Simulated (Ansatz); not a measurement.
System: sum formula CuOClH2, charge 0, multiplicity 1. 
Coordinates optimised at B3LYP-D3(BJ)/def2-TZVP (Ansatz, a first-principles code):
```xyz
5

Cu    -0.0357    -0.2217     0.1465
Cl     0.1124     1.5114    -1.0096
O     -0.1611    -1.8568     1.2385
H      0.1522    -1.7713     2.1474
H      0.2612    -2.6385     0.8613
```
Charge 0, spin multiplicity 1.

Dipole moments at this geometry, in debye (magnitudes).

```
level                 program  dipole (D)
--------------------  -------  ----------
PBE/def2-TZVPD         Ansatz        8.02
r2SCAN/def2-TZVPD      Ansatz        8.28
B97M-V/def2-TZVPD      Ansatz        8.24
B3LYP/def2-TZVPD       Ansatz        8.37
PBE0/def2-TZVPD        Ansatz        8.50
BHLYP/def2-TZVPD       Ansatz        8.83
r2SCANh/def2-TZVPD     Ansatz        8.43
r2SCAN0/def2-TZVPD     Ansatz        8.64
HSE06/def2-TZVPD       Ansatz        8.49
CAM-B3LYP/def2-TZVPD   Ansatz        8.59
wB97M-V/def2-TZVPD     Ansatz        8.61
wB97X-V/def2-TZVPD     Ansatz        8.70
CCSD(T)/def2-SVPD      Ansatz        8.87
```
